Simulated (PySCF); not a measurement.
C5H8FP.
SMILES with atom numbers: `[CH2:1]=[CH:2][CH2:3]/[P:4]=[C:5](/[CH3:6])[F:7]` (hydrogens: H8, H9 on C1; H10 on C2; H11, H12 on C3; H13, H14, H15 on C6)

Method used: TDDFT CAM-B3LYP/def2-SVPD, vertical, gas phase, core orbitals frozen in the response in PySCF 2.14.0, density-fitted response routines. One conformer (not necessarily the lowest) at the PBE0-D3(BJ)/def2-SVP geometry, without solvent, vibrations or thermal averaging. Torsions of this conformer, `[CH2:1]=[CH:2][CH2:3]/[P:4]=[C:5](/[CH3:6])[F:7]`: C1–C2–C3–P4 -112°, C2–C3–P4–C5 81°.

Frontier orbitals with the atoms that hold most of them (Löwdin shares over 4%, at most four atoms; ? is withheld):

```
orbital  ε (eV)                            atoms
 LUMO+2    1.41   P4 14%, C3 12%, C5 11%, C1 10%
 LUMO+1    1.26    C1 24%, C2 22%, P4 16%, C6 8%
   LUMO       ?                                ?
   HOMO   -8.01                                ?
 HOMO-1   -8.50   P4 26%, C1 22%, C2 18%, C3 13%
 HOMO-2   -9.54   P4 44%, C3 12%, C2 12%, C1 10%
 HOMO-3  -11.31  C2 22%, C1 18%, C3 16%, H10 11%
```

(1) Which atoms hold the HOMO, and with what shares?

(2) Which atoms hold the LUMO, and with what shares?

(3) What is the LUMO energy, and the HOMO–LUMO gap?

Answers

(1) P4 (bonded to 2 C) 34%; C5 (bonded to C, F and P) 30%; F7 (bonded to C) 8%; C2 (bonded to 2 C and H) 8%. By element: carbon 37% or more, phosphorus 34%, fluorine 8%.

(2) P4 (bonded to 2 C) 37%; C5 (bonded to C, F and P) 31%; F7 (bonded to C) 8%; C3 (bonded to C, P and 2 H) 7%. By element: carbon 38% or more, phosphorus 37%, fluorine 8%.

(3) ε(LUMO) = -0.24 eV; the gap is 7.77 eV (0.2855 hartree).

Problem. How does S1 compare with the orbital gap of 7.77 eV?

Solution. S1 is at 4.87 eV (f = 0.018), 2.90 eV below the gap, made of HOMO-1→LUMO (59%), HOMO→LUMO (25%), HOMO-2→LUMO (15%). Its leading pair isn't HOMO and LUMO; the energies of that pair differ by 8.26 eV. 

Next come S2 at 5.22 eV (f 0.220), HOMO→LUMO (70%), HOMO-1→LUMO (21%); S3 at 5.88 eV (f 0.019), HOMO-2→LUMO (53%), HOMO-1→LUMO (12%), HOMO→LUMO+1 (10%); S4 at 6.03 eV (f 0.0014), HOMO→LUMO+1 (42%), HOMO-2→LUMO (20%), HOMO→LUMO+2 (15%); S5 at 6.56 eV (f 0.034), HOMO→LUMO+2 (63%), HOMO→LUMO+1 (22%).

On Arm Neoverse V2, one thread, shared host, this took 2.5 min wall (grids of density and orbitals included) and 0.99 GiB of memory at its peak.
